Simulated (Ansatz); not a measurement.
C₂H₆GeO₃, SMILES [OH][Ge]([OH])([CH]=C)[OH] (connectivity only; charge and spin as stated), charge -1, multiplicity 2. Atoms are numbered in the order given.

```xyz
12

O      1.6412    -0.9668     0.9947
Ge     0.1362    -0.0727     0.0701
O      1.3196     1.0953    -0.7202
O     -0.0303    -1.5215    -1.0536
C     -1.5100     0.8707    -0.6708
C     -2.5321     1.3039     0.0699
H      1.4165    -0.9698     1.9294
H      2.1791     0.8252    -0.3822
H      0.6552    -2.1290    -0.7587
H     -1.5349     1.0217    -1.7607
H     -2.5332     1.1663     1.1592
H     -3.4084     1.8100    -0.3557
```
Charge -1, spin multiplicity 2.

Geometry optimised at PBE0-D3(BJ)/def2-SVPD. One conformer was computed; it need not be the lowest.

Two levels are set side by side: PBE-D3(BJ)/def2-SVPD (Ansatz, a quantum-chemistry and plane-wave program) and PBE0-D3(BJ)/def2-SVPD (Ansatz). Each level has its own optimised geometry; the coordinates shown are those of the second. Differences are taken from unrounded values.

```json
[
 {"quantity": "mean bond length (Å)", "PBE0-D3(BJ)": "1.383", "PBE-D3(BJ)": "1.401", "PBE-D3(BJ) minus PBE0-D3(BJ)": "0.018"},
 {"quantity": "bond O1–Ge2 (Å)", "PBE0-D3(BJ)": "1.980", "PBE-D3(BJ)": "2.027", "PBE-D3(BJ) minus PBE0-D3(BJ)": "0.048"},
 {"quantity": "bond Ge2–O3 (Å)", "PBE0-D3(BJ)": "1.841", "PBE-D3(BJ)": "1.870", "PBE-D3(BJ) minus PBE0-D3(BJ)": "0.029"},
 {"quantity": "bond Ge2–O4 (Å)", "PBE0-D3(BJ)": "1.841", "PBE-D3(BJ)": "1.870", "PBE-D3(BJ) minus PBE0-D3(BJ)": "0.029"},
 {"quantity": "bond Ge2–C5 (Å)", "PBE0-D3(BJ)": "2.037", "PBE-D3(BJ)": "2.060", "PBE-D3(BJ) minus PBE0-D3(BJ)": "0.023"},
 {"quantity": "bond C5–C6 (Å)", "PBE0-D3(BJ)": "1.335", "PBE-D3(BJ)": "1.344", "PBE-D3(BJ) minus PBE0-D3(BJ)": "0.009"},
 {"quantity": "bond O1–H7 (Å)", "PBE0-D3(BJ)": "0.961", "PBE-D3(BJ)": "0.974", "PBE-D3(BJ) minus PBE0-D3(BJ)": "0.013"},
 {"quantity": "bond O3–H8 (Å)", "PBE0-D3(BJ)": "0.962", "PBE-D3(BJ)": "0.975", "PBE-D3(BJ) minus PBE0-D3(BJ)": "0.013"},
 {"quantity": "bond O4–H9 (Å)", "PBE0-D3(BJ)": "0.962", "PBE-D3(BJ)": "0.975", "PBE-D3(BJ) minus PBE0-D3(BJ)": "0.013"},
 {"quantity": "bond C5–H10 (Å)", "PBE0-D3(BJ)": "1.101", "PBE-D3(BJ)": "1.108", "PBE-D3(BJ) minus PBE0-D3(BJ)": "0.008"},
 {"quantity": "bond C6–H11 (Å)", "PBE0-D3(BJ)": "1.098", "PBE-D3(BJ)": "1.106", "PBE-D3(BJ) minus PBE0-D3(BJ)": "0.008"},
 {"quantity": "bond C6–H12 (Å)", "PBE0-D3(BJ)": "1.098", "PBE-D3(BJ)": "1.106", "PBE-D3(BJ) minus PBE0-D3(BJ)": "0.008"}
]
```

GGA bonds tend to be longer and softer than those of functionals with exact exchange. Differences between two approximate levels are no errors against the true value.
